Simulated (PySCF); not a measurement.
C₂H₆ClNSi₂, SMILES N#CC[Si@H]([SiH3])Cl.

Coordinates come from a r2SCAN-D4/def2-SVP optimisation. The structure was generated by enumeration; whether it is a known compound was not checked. The values are those of a single conformer.

All values below come from PBE0/def2-TZVP run with PySCF.

Isolated molecule, no solvent.

```yaml
total_energy: -1173.32143 hartree
highest_occupied_level: -8.48 eV
lowest_empty_level: -0.85 eV
orbital_gap: 7.63 eV
dipole_moment: 2.46 D
quadrupole, principal values (traceless, Buckingham form, about the centre of nuclear charge): -21.73, 8.49, 13.24 D·Å
mean_static_polarisability: 93.1 bohr³ (13.80 Å³)
polarisability_principal_values: 74.9, 93.8, 110.7 bohr³
```
